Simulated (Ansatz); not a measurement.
Cost and result for the atomization energy of CH3F3GeO, SMILES `FC(F)(F)[O][GeH3]` (9 atoms, 8 bonds).

Z-matrix (Å, degrees):
```
C
F 1 1.351
F 1 1.345 2 106.0
F 1 1.329 2 107.5 3 114.7
O 1 1.319 2 112.6 3 -123.6
Ge 5 1.819 1 122.0 2 45.6
H 6 1.530 5 107.1 1 -79.4
H 6 1.530 5 107.7 1 42.2
H 6 1.527 5 101.7 1 161.8
```

Charge 0, multiplicity 1. Correlated methods include outer-core shells of Ge, which these sets cover unevenly. Scalar relativity is left out up to krypton. Geometry: relaxed with PBE0-D4/def2-TZVP. Program: Ansatz. All runs use 4 threads of an Arm Neoverse V1 on a shared host. Times are those of one run each, without the atoms' runs, and a repeat can differ threefold. Electronic energies, without spin–orbit coupling; frozen cores. CCSD(T)/CBS adds CCSD(T) − MP2 in def2-TZVPP to the MP2 limit, and its time is that of the two runs behind it. T1 = 0.012. With those shells the extrapolation isn't a true limit. HSE06 is the plane-wave form, built on full-range PBE exchange.

CCSD(T)/CBS is a level of theory with its own doubt, some kJ/mol a heavy atom from the limit and from the frozen cores, so smaller differences don't rank the functionals.

| level | functions | wall time | atomization (kcal/mol) | difference from CCSD(T)/CBS | per bond |
| --- | --- | --- | --- | --- | --- |
| LDA (SPW92)/def2-TZVPP | 245 | 1.4 s | 918.0 | 155.0 | 19.4 |
| BLYP-D4/def2-TZVPP | 245 | 2.3 s | 758.9 | -4.1 | -0.5 |
| PBE-D4/def2-TZVPP (with forces) | 245 | 2.8 s | 784.3 | 21.3 | 2.7 |
| BHLYP-D4/def2-TZVPP | 245 | 4 s | 717.6 | -45.4 | -5.7 |
| HSE06-D4/def2-TZVPP | 245 | 4.1 s | 758.4 | -4.6 | -0.6 |
| B2PLYP/def2-TZVPP | 245 | 6.5 s | 750.1 | -12.9 | -1.6 |
| B97M-V/def2-TZVPP | 245 | 9 s | 765.8 | 2.8 | 0.3 |
| ωB97X-V/def2-TZVPP | 245 | 9 s | 767.3 | 4.3 | 0.5 |
| ωB97M-V/def2-TZVPP (with forces) | 245 | 14 s | 762.4 | -0.6 | -0.1 |
| CCSD(T)/def2-SVP | 117 | 16 s | 720.7 | -42.3 | -5.3 |
| MP2/def2-QZVPP | 464 | 28 s | 781.6 | 18.6 | 2.3 |
| CCSD(T)/def2-TZVPP | 245 | 6.7 min | 743.6 | -19.4 | -2.4 |
| CCSD(T)/CBS(def2) | – | 7.2 min | 763.0 | 0.0 | 0.0 |

From r2SCAN to r2SCAN0 (25 % exact exchange), in def2-TZVPP and without D4, the atomization energy moves by −24.1 kcal/mol: exact exchange takes away binding that semilocal exchange gives to molecules. Leaving LDA and LC-ωPBE aside and taking each functional with its dispersion term where it has one, the values spread over 66.7 kcal/mol, from BHLYP-D4 to PBE-D4. LDA lies +137.7 kcal/mol from PBE without D4, its usual overbinding. In def2-TZVPP, CCSD(T) changes the Hartree–Fock value by +228.4 kcal/mol (the triples alone add +15.5 kcal/mol) and MP2 by +254.9 kcal/mol; breaking electron pairs costs correlation energy, which Hartree–Fock lacks.
